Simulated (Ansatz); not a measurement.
# A barrier at the coupled-cluster level

Start structure (CH7ClSn, singlet), relaxed at PBE0-D4/def2-TZVP:

```tsv
atom	x (Å)	y (Å)	z (Å)
Sn1	-0.7623	-0.7290	-0.6363
C2	1.2800	-0.2726	-0.2148
H3	-1.1441	-2.3382	-0.2148
H4	-1.7739	0.3023	0.3030
H5	-1.1394	-0.4553	-2.2781
H6	-1.0183	1.6088	1.3862
Cl7	-0.3413	2.4609	2.0766
H8	1.4826	0.7706	-0.4559
H9	1.4842	-0.4354	0.8431
H10	1.9325	-0.9123	-0.8090
```

The step: CH₆Sn ([CH3][SnH3]) + HCl → SnH₃Cl ([Cl][SnH3]) + CH₄; bonds formed: Sn1–Cl7, C2–H6; bonds broken: Sn1–C2, H6–Cl7. Ansatz 0.2.0; basis: def2-TZVPP and def2-QZVPP; cores frozen in the correlated methods. Filled d shells of the heavier atoms are correlated. Core potentials replace the inner electrons of the atoms past krypton. The def2 sets are not built for correlating such inner shells, so the correlated values are less sure here. Extrapolation: Hartree–Fock as exp(−7.88 √X), correlation as X^−2.97. Energies below are by CCSD(T) at an estimated basis limit (MP2 extrapolated from triple and quadruple zeta, plus CCSD(T) − MP2 in triple zeta).

Task: What are the electronic barrier and the energy of the step, from the start structure to the end structure? (An estimate is asked for; the value comes from the calculation.)

Result: Computed: Barrier 31.28 kcal/mol; step energy -25.83 kcal/mol (downhill); reverse barrier, their difference, 57.12 kcal/mol. Barrier and step energy count from the start structure, the reverse barrier from the end structure.

The saddle point: One imaginary mode of 954i cm⁻¹.
```
   pair  start (Å)  saddle (Å)  end (Å)
Sn1–Cl7       4.21        2.89     2.34
  C2–H6       3.37        1.33     1.09
 Sn1–C2       2.13        2.36     4.39
 H6–Cl7       1.29        1.67     3.07
```

Zero-point energy (harmonic, PBE0-D4): ZPE is 40.31 kcal/mol at the start and 39.60 kcal/mol at the saddle, so the barrier goes from 31.28 to 30.58 kcal/mol.

The T1 diagnostic stays at or below 0.012. The end structure is not quite a true minimum (one mode of 34i cm⁻¹).

Labels in which every atom is bracketed show which atoms are joined, not bond orders.

For scale, one of the runs: CCSD(T)/def2-TZVPP, 221 basis functions, launched by `ansatz run in.yaml --threads 4 --pin off --events-out ev --progress --plain --max-ram 9574MiB`. The run took 120 s on 4 CPU threads of an Intel Xeon (shared host), with 3.7 GiB of host memory at its peak.
